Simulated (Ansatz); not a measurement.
Molecule: sum formula BOBr2, charge -1, multiplicity 1. It need not be the lowest isomer of its formula. Whether it binds its extra electron was not tested at this geometry. 
Structure (B3LYP-D3(BJ)/def2-TZVP (Ansatz, a quantum-chemistry and plane-wave program) minimum search):
SMILES: [O-]B(Br)Br
```xyz
4

O     -0.1092     2.1330    -0.0306
B     -0.0458     0.8940    -0.0128
Br     1.6905    -0.2222    -0.0123
Br    -1.6590    -0.3931     0.0211
```
Charge -1, spin multiplicity 1.

Parts of the frozen-core correlation energy in STO-3G (Ansatz, hartree). Frozen orbitals: 30; correlated occupied orbitals by spin: 12 and 12; virtual: 4 and 4. No spin-orbit coupling. Non-relativistic.

```csv
term,value
reference (HF),-5187.59519
MP2 opposite-spin,-0.08730
MP2 same-spin,-0.02632
CCSD correlation,-0.12301
(T),-0.00644
T1 diagnostic,0.014
largest doubles amplitude,0.093
```
